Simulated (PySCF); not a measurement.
**Polarisability and C₆ of Rh (rhodium, neutral)**

[Kr] 4d7 5s1 5p1, one real determinant (an excited configuration). Computed with PySCF 2.14 in aug-cc-pVTZ-DK, with the spin-free X2C one-electron Hamiltonian (Gaussian nucleus). Coupled (time-dependent) response in atomic units; α is the mean over directions.

```csv
method,mean α (bohr³),"α xx, yy, zz",C₆ (like pair),S(−4)
r2SCANh,94.84,"75.03, 133.4, 76.09",1062,5786
```

S(−4) is the Cauchy moment in α(ω) = α(0) + S(−4) ω² + …

Spin-orbit coupling is absent.

α(iu) at r2SCANh:

```csv
u (hartree),α(iu) (bohr³)
0,94.84
0.0500,82.91
0.100,62.70
0.200,35.90
0.300,23.29
0.500,12.92
0.750,8.065
1.00,5.748
1.50,3.477
2.00,2.365
3.00,1.303
5.00,0.5634
```

A single London oscillator, α(iu) = α/(1 + u²/ω²), gives C₆ = (3/4) ω α². Matching the computed C₆ needs ω = 4 × 1062 / (3 × 94.84²) = 0.157 hartree.

The components differ because the open shell of this determinant is not spherical; for a pure term their mean is the scalar polarisability.

⟨L²⟩ = 13.91 against 20 for a pure G term, so this real determinant mixes terms.
